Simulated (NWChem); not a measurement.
System: Si₂H₄OF₂; SMILES F[SiH2]O[SiH2]F

The following NWChem deck was run.

```
start job
memory heap 200 mb stack 900 mb global 1100 mb
geometry units angstroms
  Si    -1.474061    -0.346327    -0.514759
  F     -2.346150     0.982207    -0.298554
  O     -0.015249     0.007543     0.062512
  Si     1.483469     0.337748     0.542506
  F      2.342283    -0.973285     0.200371
  H     -1.384302    -0.551911    -1.946021
  H     -2.061297    -1.371912     0.322945
  H      1.479843     0.468961     1.985074
  H      2.018556     1.405987    -0.276812
end
basis spherical
  * library def2-svp
end
dft
  xc pbe0
  iterations 150
end
driver
  maxiter 120
end
task dft optimize
task dft freq
```

Output (shortened):

```
             Northwest Computational Chemistry Package (NWChem) 7.3.0
             --------------------------------------------------------

 C1  symmetry detected

                             Geometry "geometry" -> ""
                             -------------------------

 Output coordinates in angstroms (scale by  1.889725989 to convert to a.u.)

  No.       Tag          Charge          X              Y              Z
 ---- ---------------- ---------- -------------- -------------- --------------
    1 Si                  14.0000    -0.61800568    -1.47592803    -0.01236798
    2 F                    9.0000     0.62889202    -2.48286992     0.04763679
    3 O                    8.0000     0.02933845    -0.00431993    -0.05611056
    4 Si                  14.0000     0.62089048     1.49019479    -0.01053424
    5 F                    9.0000    -0.65835748     2.45648894     0.04626039
    6 H                    1.0000    -1.34220174    -1.64229673     1.23129350
    7 H                    1.0000    -1.28966175    -1.71807802    -1.27278863
    8 H                    1.0000     1.28675240     1.75369950    -1.26967109
    9 H                    1.0000     1.33520526     1.67892880     1.23560721

 Effective nuclear repulsion energy (a.u.)     308.8692912016

                                Z-matrix (autoz)
                                --------

 Units are Angstrom for bonds and degrees for angles

      Type          Name      I     J     K     L     M      Value
      ----------- --------  ----- ----- ----- ----- ----- ----------
    1 Stretch                  1     2                       1.60383
    2 Stretch                  1     3                       1.60829
    3 Stretch                  1     6                       1.44873
    4 Stretch                  1     7                       1.44859
    5 Stretch                  3     4                       1.60798
    6 Stretch                  4     5                       1.60419
    7 Stretch                  4     8                       1.44853
    8 Stretch                  4     9                       1.44870
    9 Bend                     1     4     5               104.38854
   10 Bend                     1     4     8               110.15311
   11 Bend                     1     4     9               108.10388
   12 Bend                     2     1     3               105.22250
   13 Bend                     2     1     6               106.52393
   14 Bend                     2     1     7               106.74278
   15 Bend                     3     1     6               109.24635
   16 Bend                     3     1     7               108.41615
   17 Bend                     3     4     5               105.51491
   18 Bend                     3     4     8               108.27323
   19 Bend                     3     4     9               109.07836
   20 Bend                     4     1     2               106.24049
   21 Bend                     4     1     6               107.34573
   22 Bend                     4     1     7               109.47805
   23 Bend                     5     4     8               106.72441
   24 Bend                     5     4     9               106.51516
   25 Bend                     6     1     7               119.73324
   26 Bend                     8     4     9               119.82529
   27 Torsion                  2     1     4     5        -175.67093
   28 Torsion                  2     1     4     8          70.08567
   29 Torsion                  2     1     4     9         -62.55267
   30 Torsion                  1     2     3     4         174.38869
   31 Torsion                  5     4     1     6         -62.00936
   32 Torsion                  5     4     1     7          69.41302
   33 Torsion                  1     3     5     4         175.09825
   34 Torsion                  6     1     4     8        -176.25276
   35 Torsion                  6     1     4     9          51.10890
   36 Torsion                  1     6     3     4         179.09014
   37 Torsion                  7     1     4     8         -44.83037
   38 Torsion                  7     1     4     9        -177.46871
   39 Torsion                  1     7     3     4        -173.91233
   40 Torsion                  1     3     8     4         178.43661
   41 Torsion                  1     3     9     4        -174.26608

                           NWChem Geometry Optimization
                           ----------------------------

 maximum gradient threshold         (gmax) =   0.000450
 rms gradient threshold             (grms) =   0.000300
 maximum cartesian step threshold   (xmax) =   0.001800
 rms cartesian step threshold       (xrms) =   0.001200
 fixed trust radius                (trust) =   0.300000
 source of zmatrix                         =   autoz

          -------------------
          Energy Minimization
          -------------------

 Using diagonal initial Hessian
 Scaling for Hessian diagonals: bonds = 1.00  angles = 0.25  torsions = 0.10

          --------
          Step   0

                                 NWChem DFT Module
                                 -----------------

 Summary of "ao basis" -> "ao basis" (spherical)
 ------------------------------------------------------------------------------
       Tag                 Description            Shells   Functions and Types
 ---------------- ------------------------------  ------  ---------------------
 Si                         def2-svp                 8       18   4s3p1d
 F                          def2-svp                 6       14   3s2p1d
 O                          def2-svp                 6       14   3s2p1d
 H                          def2-svp                 3        5   2s1p

[...]

      ----------------------
      Optimization converged
      ----------------------

  Step       Energy      Delta E   Gmax     Grms     Xrms     Xmax
  ---- ---------------- -------- -------- -------- -------- --------
@   98    -855.57893432 -1.5D-07  0.00004  0.00001  0.00042  0.00084
                                     ok       ok       ok       ok

                                Z-matrix (autoz)
                                --------

 Units are Angstrom for bonds and degrees for angles

[...]

 Rotational Constants
 --------------------
 A=   0.216854 cm-1  (  0.311998 K)
 B=   0.051662 cm-1  (  0.074328 K)
 C=   0.047976 cm-1  (  0.069025 K)

 Temperature                      =   298.15K
 frequency scaling parameter      =   1.0000

 Zero-Point correction to Energy  =   28.944 kcal/mol  (  0.046125 au)
 Thermal correction to Energy     =   33.377 kcal/mol  (  0.053190 au)
 Thermal correction to Enthalpy   =   33.970 kcal/mol  (  0.054134 au)

 Total Entropy                    =   89.058 cal/mol-K
   - Translational                =   40.090 cal/mol-K (mol. weight = 113.9769)
   - Rotational                   =   27.485 cal/mol-K (symmetry #  =        1)
   - Vibrational                  =   21.483 cal/mol-K

 Cv (constant volume heat capacity) =   22.265 cal/mol-K
   - Translational                  =    2.979 cal/mol-K
   - Rotational                     =    2.979 cal/mol-K
   - Vibrational                    =   16.306 cal/mol-K

[normal modes left out]

 ----------------------------------------------------------------------------
 Normal Eigenvalue ||           Projected Infra Red Intensities
  Mode   [cm**-1]  || [atomic units] [(debye/angs)**2] [(KM/mol)] [arbitrary]
 ------ ---------- || -------------- ----------------- ---------- -----------
    1       -0.000 ||    0.000160           0.004         0.156       0.018
    2       -0.000 ||    0.000200           0.005         0.195       0.022
    3        0.000 ||    0.000063           0.001         0.061       0.007
    4        0.000 ||    0.000505           0.012         0.493       0.056
    5        0.000 ||    0.000577           0.013         0.562       0.064
    6        0.000 ||    0.000276           0.006         0.269       0.031
    7       18.535 ||    0.000971           0.022         0.947       0.108
    8       41.049 ||    0.005059           0.117         4.932       0.565
    9       56.478 ||    0.001730           0.040         1.686       0.193
   10      310.057 ||    0.038551           0.889        37.582       4.303
   11      339.343 ||    0.004621           0.107         4.505       0.516
   12      597.972 ||    0.001518           0.035         1.480       0.169
   13      707.429 ||    0.143744           3.316       140.128      16.044
   14      710.633 ||    0.098064           2.262        95.598      10.945
   15      735.286 ||    0.002471           0.057         2.409       0.276
   16      740.564 ||    0.000470           0.011         0.458       0.052
   17      877.802 ||    0.056600           1.306        55.177       6.317
   18      881.639 ||    0.014183           0.327        13.826       1.583
   19      935.787 ||    0.572650          13.211       558.248      63.915
   20      980.723 ||    0.174907           4.035       170.508      19.522
   21      981.885 ||    0.107274           2.475       104.576      11.973
   22     1001.822 ||    0.188095           4.340       183.365      20.994
   23     1140.238 ||    0.534069          12.321       520.637      59.609
   24     2292.867 ||    0.165017           3.807       160.866      18.418
   25     2296.050 ||    0.010735           0.248        10.465       1.198
   26     2304.077 ||    0.153886           3.550       150.015      17.176
   27     2305.918 ||    0.142676           3.292       139.088      15.924
 ----------------------------------------------------------------------------
```

Level: PBE0/def2-SVP.
